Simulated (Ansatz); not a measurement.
Reaction (cleavage of the Si–Si bond): `N[SiH2][SiH](F)[SiH3]` + `N[Si](O)(O)O` → `N[SiH2]O[Si](N)(O)O` + `F[SiH2][SiH3]`

Calculated with Ansatz (gas phase, PBE0-D4/def2-TZVP geometries, no zero-point term in ΔE). CBS: MP2 limit from def2 TZ/QZ plus the TZ coupled-cluster correction, frozen cores. Functionals use def2-TZVPP. One conformer a species, not always the lowest.

**Question.** Is it downhill or uphill in electronic energy at CCSD(T)/CBS, and by how much? (Estimate.)

**Answer.** The calculation gave: Downhill: ΔE = -139.0 kJ/mol.

**Question.** What do these levels give: PBE-D4, ωB97X-V, ωB97M-V, HF/def2-TZVPP, SCS-MP2/def2-TZVPP, MP2/def2-QZVPP? (An estimate is asked.)

**Answer.** Computed: PBE-D4 -113.3, ωB97X-V -137.1, ωB97M-V -143.0, HF/def2-TZVPP -155.8, SCS-MP2/def2-TZVPP -149.4, MP2/def2-QZVPP -146.9 kJ/mol.

Largest T1 diagnostic among the species: 0.013.

From PBE to PBE0 (25 % exact exchange), in def2-TZVPP and without D4, ΔE moves by −9.2 kJ/mol. The D4 term adds −4.8 kJ/mol with B3LYP and −2.7 kJ/mol with PBE0; it sums over pairs of atoms, weighted by their polarisabilities, and B3LYP, whose exchange is more repulsive, gets the larger term. In def2-TZVPP, CCSD(T) changes the Hartree–Fock value by +14.2 kJ/mol (the triples alone add +1.6 kJ/mol) and MP2 by +8.1 kJ/mol.

B3LYP here is the variant with VWN-RPA as its local correlation; programs differ in this.
